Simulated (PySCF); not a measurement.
**Radial density of Ru⁺ (ruthenium, charge +1)**

UHF, [Kr] 4d6 5p1, one real determinant (an excited configuration). Computed with PySCF 2.14 in aug-cc-pwCVTZ-PP with ECP28MDF (8s8p7d4f3g, 122 functions), with a scalar-relativistic core potential. This is the valence pseudo-density: the core potential removes the inner electrons and smooths the orbitals near the nucleus.

| r (bohr) | 4πr²ρ (e/bohr) | 4πr²(ρα − ρβ) |
| --- | --- | --- |
| 0.0314 | 2.353e-05 | 0.0000 |
| 0.0528 | 5.676e-05 | 0.0000 |
| 0.0888 | 0.0001931 | 0.0000 |
| 0.149 | 0.001664 | 0.0004 |
| 0.251 | 0.02660 | 0.0066 |
| 0.423 | 0.7024 | 0.1254 |
| 0.711 | 8.509 | 1.3324 |
| 1.20 | 12.05 | 3.0863 |
| 2.01 | 2.891 | 1.4603 |
| 3.38 | 0.5208 | 0.4406 |
| 5.69 | 0.08751 | 0.0866 |
| 9.57 | 0.001249 | 0.0012 |

⟨L²⟩ = 8.06 against 12 for a pure F term, so this real determinant mixes terms. Energies and moments cover only the electrons outside the core potential.
